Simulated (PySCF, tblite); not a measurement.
Isomers of C3H10NSi3 (doublet state). All values are computed: GFN2-xTB (tblite) harmonic vibrations without scaling, gas phase. Against measured fundamentals such values can be off by several per cent, at times by over 20. Modes of hydrogen on silicon can be 10 to 20 % off. One conformer each. Open shells enter through the occupations alone, without spin polarisation, and single modes of such species can be off by tens of per cent.

Electronic energies: B3LYP/pcH-1 single points on the GFN2-xTB geometries (PySCF, gas phase).

```csv
SMILES,"electronic energy, lowest = 0 (kJ/mol)"
C[SiH2][C@@H](C#N)[SiH][SiH3],12.1
C[SiH2][C@@H](C#N)[SiH2][SiH2],14.8
C[SiH][C@H](C#N)[SiH2][SiH3],26.9
C[SiH2][C](C#N)[SiH2][SiH3],0.0
```

Task: How do GFN2-xTB zero-point energies change the relative energies?

Result: 
```tsv
SMILES	ZPE (kJ/mol)	of it from modes above 1550 cm⁻¹	electronic (kJ/mol)	with ZPE, lowest = 0 (kJ/mol)	lowest mode (cm⁻¹)	rings
C[SiH2][C](C#N)[SiH2][SiH3]	278.4	160.9	0.0	0.0	3i	0
C[SiH2][C@@H](C#N)[SiH][SiH3]	287.6	165.1	12.1	21.2	30	0
C[SiH2][C@@H](C#N)[SiH2][SiH2]	287.2	164.8	14.8	23.6	33	0
C[SiH][C@H](C#N)[SiH2][SiH3]	287.7	165.6	26.9	36.2	13i	0
```

The zero-point energies span 9.3 kJ/mol, from `C[SiH2][C](C#N)[SiH2][SiH3]` to `C[SiH][C@H](C#N)[SiH2][SiH3]`. Slightly imaginary modes are left out of the zero-point energy: `C[SiH2][C](C#N)[SiH2][SiH3]` 2.5i cm⁻¹ and `C[SiH][C@H](C#N)[SiH2][SiH3]` 13.0i cm⁻¹. The order is unchanged.

Task: And how do the electronic energies of GFN2-xTB itself compare?

Result: `C[SiH2][C](C#N)[SiH2][SiH3]` 10.7; `C[SiH2][C@@H](C#N)[SiH][SiH3]` 0.0; `C[SiH2][C@@H](C#N)[SiH2][SiH2]` 1.0; `C[SiH][C@H](C#N)[SiH2][SiH3]` 33.4 kJ/mol, lowest = 0. Against the energies above, taken from the same isomer `C[SiH2][C](C#N)[SiH2][SiH3]`, the largest difference is 24.5 kJ/mol.
